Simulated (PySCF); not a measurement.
RuO₄, SMILES [O]=[Ru](=[O])(=[O])=[O], multiplicity 1. Geometry optimised at B3LYP-D3(BJ)/def2-SVP. The spin state was assumed, not searched. The isomer is the one that the SMILES or the coordinates give; other isomers of the formula were not compared. The def2 effective core potentials stand for the cores of Ru; spin–orbit coupling is left out.

Calculation: B3LYP-D3(BJ)/def2-SVP in PySCF.

Harmonic wavenumbers (cm⁻¹): 338, 338, 361, 361, 361, 974, 996, 996, 996. Rotational constants (GHz): 4.204, 4.204, 4.204; symmetry number 12.

Task: Work out the zero-point energy and the ideal-gas rigid-rotor harmonic-oscillator thermochemistry at 298.15 K and 1 atm.

Result: ZPE = ½ Σ hcν = ½ × 5719 cm⁻¹ = 8.18 kcal/mol. H − E(el) = 11.77 kcal/mol. Entropy in cal/(mol K): translation 41.21, rotation 20.93, vibration 6.19, total 68.33. G − E(el) = -8.60 kcal/mol. Cp = 17.36 cal/(mol K).
